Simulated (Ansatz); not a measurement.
Cost and result for the atomization energy of `[OH][AlH][SiH2][SeH]` (9 atoms, 8 bonds).

```xyz
9

O    -0.927   -0.536   -1.673
Al   -0.596   -1.138   -0.118
Si    0.735    0.447    1.177
Se    0.912    2.344   -0.102
H    -1.434   -1.003   -2.335
H    -1.142   -2.565    0.309
H     2.094   -0.068    1.508
H     0.111    0.811    2.481
H     0.247    1.709   -1.247
```

Charge 0, multiplicity 1. Correlated methods include outer-core shells of Se, which these sets cover unevenly. Scalar relativity is left out up to krypton. All single points use the PBE0-D4/def2-TZVP geometry. It is one conformer, not always the lowest. Program: Ansatz. All runs use 4 threads of a server CPU on a shared host. Times are those of one run each, without the atoms' runs, and a repeat can differ threefold. Electronic energies, without spin–orbit coupling; frozen cores. CCSD(T)/CBS adds CCSD(T) − MP2 in def2-TZVPP to the MP2 limit, and its time is that of the two runs behind it. T1 = 0.012. With those shells the extrapolation isn't a true limit. B3LYP takes the VWN-RPA correlation (the form of Gaussian; ORCA's B3LYP/G).

CCSD(T)/CBS is a level of theory with its own doubt, some kJ/mol a heavy atom from the limit and from the frozen cores, so smaller differences don't rank the functionals.

```json
{"level": "LDA (SPW92)/def2-TZVPP", "functions": "233", "wall time": "1.2 s"}
{"level": "revPBE-D4/def2-TZVPP", "functions": "233", "wall time": "2 s"}
{"level": "BLYP-D4/def2-TZVPP", "functions": "233", "wall time": "2.2 s"}
{"level": "PBE-D4/def2-TZVPP (with forces)", "functions": "233", "wall time": "2.4 s"}
{"level": "CAM-B3LYP-D4/def2-TZVPP", "functions": "233", "wall time": "3.9 s"}
{"level": "CCSD(T)/def2-SVP", "functions": "107", "wall time": "4.7 s"}
{"level": "B3LYP-D4/def2-TZVPP (with forces)", "functions": "233", "wall time": "4.9 s"}
{"level": "r2SCAN-D4/def2-TZVPP (with forces)", "functions": "233", "wall time": "5.5 s"}
{"level": "r2SCANh-D4/def2-TZVPP", "functions": "233", "wall time": "6 s"}
{"level": "ωB97M-V/def2-TZVPP (with forces)", "functions": "233", "wall time": "12 s"}
{"level": "MP2/def2-QZVPP", "functions": "436", "wall time": "19 s"}
{"level": "CCSD(T)/def2-TZVPP", "functions": "233", "wall time": "120 s"}
{"level": "CCSD(T)/CBS(def2)", "functions": "–", "wall time": "2.3 min"}
```

Problem. What atomization energy does each give, and how far from CCSD(T)/CBS? (Estimate.)

Solution. Computed: 
| level | atomization (kcal/mol) | difference from CCSD(T)/CBS | per bond |
| --- | --- | --- | --- |
| LDA (SPW92)/def2-TZVPP | 725.6 | 77.7 | 9.7 |
| revPBE-D4/def2-TZVPP | 628.0 | -19.9 | -2.5 |
| BLYP-D4/def2-TZVPP | 635.7 | -12.2 | -1.5 |
| PBE-D4/def2-TZVPP (with forces) | 642.2 | -5.7 | -0.7 |
| CAM-B3LYP-D4/def2-TZVPP | 641.2 | -6.7 | -0.8 |
| CCSD(T)/def2-SVP | 593.5 | -54.4 | -6.8 |
| B3LYP-D4/def2-TZVPP (with forces) | 638.8 | -9.1 | -1.1 |
| r2SCAN-D4/def2-TZVPP (with forces) | 644.9 | -3.0 | -0.4 |
| r2SCANh-D4/def2-TZVPP | 640.5 | -7.4 | -0.9 |
| ωB97M-V/def2-TZVPP (with forces) | 640.9 | -7.0 | -0.9 |
| MP2/def2-QZVPP | 644.2 | -3.7 | -0.5 |
| CCSD(T)/def2-TZVPP | 626.8 | -21.1 | -2.6 |
| CCSD(T)/CBS(def2) | 647.9 | 0.0 | 0.0 |

From BLYP to BHLYP (50 % exact exchange), in def2-TZVPP and without D4, the atomization energy moves by −8.2 kcal/mol: exact exchange takes away binding that semilocal exchange gives to molecules. The D4 term adds +8.3 kcal/mol with B3LYP and +4.4 kcal/mol with PBE0; it sums over pairs of atoms, weighted by their polarisabilities, and B3LYP, whose exchange is more repulsive, gets the larger term. At CCSD(T), def2-SVP lies −54.4 kcal/mol from the extrapolated value and def2-TZVPP −21.1 kcal/mol: correlation converges slowly with the basis, and small sets miss more of it in the bonded molecule than in its fragments.
